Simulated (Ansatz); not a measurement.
`[NH2][Sn]([Cl])([Cl])[Cl]` + H₂ → `[Cl][SnH]([Cl])[Cl]` + NH₃ at 700 K and 1 bar (hydrogenolysis of the Sn–N bond).

Computed with Ansatz on PBE0-D4/def2-TZVP structures; ΔE is electronic, products minus reactants. CCSD(T)/CBS is the MP2 limit (def2-TZVPP, def2-QZVPP) plus CCSD(T) − MP2 in def2-TZVPP, frozen cores. This one scheme is used for every species. Elements past krypton have def2 core potentials. For Sn outer-core shells are correlated without core-valence functions, which leaves a few kJ/mol of doubt a bond. One conformer a species, not always the lowest.

```
                    species  CCSD(T)/CBS energy (Eh)  H − E (kJ/mol)  S (J/(mol·K))
`[NH2][Sn]([Cl])([Cl])[Cl]`              -1649.42005           150.3          504.3
                         H₂                 -1.17544            46.8          155.3
      `[Cl][SnH]([Cl])[Cl]`              -1594.09169            84.4          425.1
                        NH₃                -56.50880           116.9          226.5
```

H − E and S are ideal-gas, rigid-rotor, harmonic terms from PBE0-D4/def2-TZVP, for one conformer and one mirror image of each species. The MP2-based limit puts H₂ 0.8 mEh under its directly extrapolated value; such offsets cancel only in part. 1 Eh = 2625.50 kJ/mol, R = 8.31446 J/(mol·K).

Question: By hand: ΔE, ΔH, ΔS and ΔG.

Answer: ΔE = (-1594.09169) + (-56.50880) − (-1649.42005) − (-1.17544) = -0.00500 Eh = -13.1 kJ/mol. Δ(H − E) = 84.4 + 116.9 − 150.3 − 46.8 = 4.2, so ΔH = -8.9 kJ/mol. ΔS = 425.1 + 226.5 − 504.3 − 155.3 = -8.0 J/(mol·K). ΔG = -8.9 − 700 × (-8.0)/1000 = -3.3 kJ/mol.

Question: By hand: the equilibrium constant, and the temperature at which ΔG would vanish if ΔH and ΔS stayed fixed.

Answer: log₁₀ K = −ΔG/(RT ln 10) = 0.2. ΔG = 0 at ΔH/ΔS = 1112 K, though so small a ΔH makes that figure unsure.

TΔS isn't small against ΔH here. The sign of ΔG lies within the doubt. A doubt of 5 kJ/mol in ΔE shifts log₁₀ K by 0.4 here. Other conformers and mirror images would add mixing entropy, several J/(mol·K) or more a flexible species. Modes under 60 cm⁻¹, often nearly free rotors, make the harmonic entropy too high. These are equilibria of isolated gas molecules and say nothing of rates. Largest T1 diagnostic: 0.011 (customary marks: 0.02 for closed shells, 0.045 for open ones).
